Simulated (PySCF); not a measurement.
Correlation energy of Sc(2+) (scandium, charge +2)

[Ar] 4s1, 2S determinant (an excited configuration). All numbers are calculated (PySCF 2.14, scalar relativity by spin-free X2C-1e, in aug-cc-pwCVTZ-DK). Frozen: [Ne]; 9 electrons correlated.

MP2 pair energies summed by pair of shells (mhartree):

```tsv
pair	energy	share (%)
3p-3p	-194.32	68.8
3s-3p	-52.35	18.5
3p-4s	-23.78	8.4
3s-3s	-10.13	3.6
3s-4s	-1.78	0.6
```

Total MP2 correlation energy: -282.36 mhartree.

Same-spin part -72.30 and opposite-spin part -210.06 mhartree; SCS-MP2 scales them by 1/3 and 6/5 to -276.17 mhartree.
